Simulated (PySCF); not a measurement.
Input of a run on `C#C[C@H]1CCSSC1`: the job's settings, then the atoms in Å.
```
{"job": {"kind": "uv", "xc": "CAM-B3LYP", "basis": "def2-SVPD", "solvent": "tetrahydrofuran", "nstates": 6, "ntriplets": 0}, "charge": 0, "multiplicity": 1}
C      2.345594     1.729778    -0.372296
C      1.467036     1.020300     0.065553
C      0.414938     0.144474     0.574873
C     -0.944936     0.526374    -0.039704
C     -2.130893    -0.263693     0.494277
S     -2.040322    -2.034699     0.093206
S     -0.321541    -2.479956     1.161658
C      0.808735    -1.322647     0.341868
H      3.124647     2.362698    -0.754385
H      0.349572     0.291230     1.668899
H     -1.116705     1.597995     0.152005
H     -0.887011     0.404120    -1.133750
H     -3.064659     0.090948     0.028888
H     -2.236088    -0.157879     1.585777
H      0.853500    -1.553454    -0.733818
H      1.801316    -1.519377     0.776377
```

Method: TDDFT CAM-B3LYP/def2-SVPD, vertical, IEF-PCM tetrahydrofuran (non-equilibrium linear response), core orbitals frozen in the response (PySCF, density fitting); geometry PBE0-D3(BJ)/def2-SVP, gas phase, not relaxed in the solvent; ε = 7.426, cavity from Bondi-type radii × 1.2. The static polarisability takes the continuum's full static response.

Q: What does the run print?

A: 
```
coarse grid: 14728 points
cycle   1  E = -1029.1053540833  dE =  1.139e+00  |g| = 3.058e-01  |ddm| = 1.118e+01
cycle   2  E = -1029.1257366545  dE = -2.038e-02  |g| = 2.030e-01  |ddm| = 1.792e+00
cycle   3  E = -1029.1351818952  dE = -9.445e-03  |g| = 7.134e-02  |ddm| = 6.994e-01
cycle   4  E = -1029.1362729989  dE = -1.091e-03  |g| = 3.348e-02  |ddm| = 1.770e-01
cycle   5  E = -1029.1365491830  dE = -2.762e-04  |g| = 7.432e-03  |ddm| = 1.178e-01
cycle   6  E = -1029.1365624517  dE = -1.327e-05  |g| = 1.765e-03  |ddm| = 2.162e-02
cycle   7  E = -1029.1365634052  dE = -9.536e-07  |g| = 4.985e-04  |ddm| = 5.275e-03
final grid: 133720 points
cycle   8  E = -1029.2600523235  dE = -3.669e-05  |g| = 2.868e-03  |ddm| = 1.195e-01
cycle   9  E = -1029.2600527673  dE = -4.437e-07  |g| = 2.691e-03  |ddm| = 1.458e-02
cycle  10  E = -1029.2600546320  dE = -1.865e-06  |g| = 3.159e-04  |ddm| = 5.525e-03
cycle  11  E = -1029.2600546544  dE = -2.242e-08  |g| = 1.809e-04  |ddm| = 1.387e-03
cycle  12  E = -1029.2600546620  dE = -7.615e-09  |g| = 6.832e-05  |ddm| = 4.454e-04
cycle  13  E = -1029.2600546632  dE = -1.178e-09  |g| = 1.113e-05  |ddm| = 1.769e-04
cycle  14  E = -1029.2600546632  dE = -5.707e-11  |g| = 3.818e-06  |ddm| = 4.314e-05
converged SCF energy = -1029.2600546632

Static polarisability (au): isotropic 142.664, principal 115.187 140.786 172.018

Singlet excitations
state   eV       nm        f      main configurations
  1   4.2479    291.9   0.00804   H->L 0.92
  2   5.2305    237.0   0.00126   H-1->L 0.73, H->L+1 0.11
  3   5.7416    215.9   0.00180   H->L+1 0.73, H-1->L 0.13
  4   6.3171    196.3   0.01302   H->L+3 0.50, H-1->L+1 0.19
  5   6.4480    192.3   0.03045   H->L+2 0.69, H->L+3 0.09
  6   6.5492    189.3   0.00102   H-2->L+1 0.19, H-2->L+8 0.17, H-3->L+6 0.12
```

The cycles run first on a coarse grid and then on the final one, and are numbered through; the first dE on the final grid is taken against the last density's energy on that grid. Energies include the polarisation term of the continuum.

Q: The same input without solvent ends at -1029.252426 Eh. What does the continuum change?

A: The energy falls by 0.007629 Eh, 20.03 kJ/mol; the polarisation term alone is -22.62 kJ/mol. HOMO -7.78 → -7.81 eV, LUMO 0.24 → 0.27 eV, dipole 2.18 → 2.86 D. The SCF took 14 cycles in the solvent and 14 in the gas phase.
